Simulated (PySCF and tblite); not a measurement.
C₅H₉NO, numbered as in [CH3:1][O:2][CH2:3][CH2:4][CH2:5][C:6]#[N:7].

Geometries PBE0-D3(BJ)/def2-SVP; weights from B3LYP-D3(BJ)/def2-TZVP (IEF-PCM, chloroform) energies and GFN2-xTB thermal corrections, with symmetry numbers and mirror pairs. Conformers within 3 kcal/mol (GFN2-xTB free energy) were kept, 8 at most. GIAO shieldings: WP04/pcSseg-1 (IEF-PCM, chloroform). Shifts are against TMS (¹H), TMS (¹³C), NH3 (¹⁵N) at the same level. (PySCF 2.14, tblite 0.8.)

Problem. List the conformer-averaged shifts at 298.15 K.

Solution. ¹H: 3.26 (H3, 2H), 3.25 (H1, 3H), 2.41 (H5, 2H), 1.69 (H4, 2H) ppm. ¹³C: 125.6 (C6), 72.2 (C3), 60.5 (C1), 30.6 (C4), 17.9 (C5) ppm. ¹⁵N: 274.9 (N7) ppm.

Problem. How do the conformers differ?

Solution. Torsions listed: C1–O2–C3–C4, O2–C3–C4–C5, C3–C4–C5–C6. Of a mirror pair one member is shown.
| conformer | shape | weight % |
| --- | --- | --- |
| 1 | 175°, -58°, -63° | 44.8 |
| 2 | 179°, -58°, 178° | 29.8 |
| 3 | 177°, 177°, 61° | 10.0 |
| 4 | 76°, 55°, -175° | 6.4 |
| 5 | 77°, 56°, 66° | 5.1 |

Not shown: 3 more, 3.9 % in all.

```json
{"signal": "H1", "1": "3.28", "2": "3.23", "3": "3.28", "4": "3.16", "5": "3.13", "average": "3.25"}
{"signal": "H3", "1": "3.30", "2": "3.14", "3": "3.22", "4": "3.35", "5": "3.49", "average": "3.26"}
{"signal": "H4", "1": "1.65", "2": "1.72", "3": "1.72", "4": "1.74", "5": "1.68", "average": "1.69"}
{"signal": "H5", "1": "2.47", "2": "2.34", "3": "2.37", "4": "2.34", "5": "2.46", "average": "2.41"}
{"signal": "C1", "1": "60.9", "2": "60.8", "3": "61.1", "4": "58.0", "5": "58.0", "average": "60.5"}
{"signal": "C3", "1": "71.3", "2": "72.9", "3": "74.1", "4": "72.4", "5": "71.0", "average": "72.2"}
{"signal": "C4", "1": "31.1", "2": "31.5", "3": "30.5", "4": "27.5", "5": "27.0", "average": "30.6"}
{"signal": "C5", "1": "17.8", "2": "18.2", "3": "17.9", "4": "17.3", "5": "17.2", "average": "17.9"}
{"signal": "C6", "1": "125.5", "2": "126.0", "3": "124.9", "4": "126.2", "5": "125.5", "average": "125.6"}
{"signal": "N7", "1": "275.4", "2": "273.6", "3": "276.7", "4": "273.7", "5": "275.2", "average": "274.9"}
```

Problem. Which signal moves most, for its nucleus, between 250 and 373.15 K through the change of populations alone?

Solution. C4: 30.8 ppm at 250 K, 30.7 ppm at 273.15 K, 30.6 ppm at 298.15 K, 30.5 ppm at 323.15 K, 30.3 ppm at 373.15 K.

Unscaled ¹⁵N shifts at such levels can be off by tens of ppm; differences between conformers or isomers are more reliable. Shifts are unscaled: against experiment ¹³C can be off by 15 ppm or more and ¹H by 0.8 ppm. For its torsions the set is small; conformers may be missing.


¹⁵N shifts are against a computed isolated NH3 molecule, about 20 ppm from the liquid.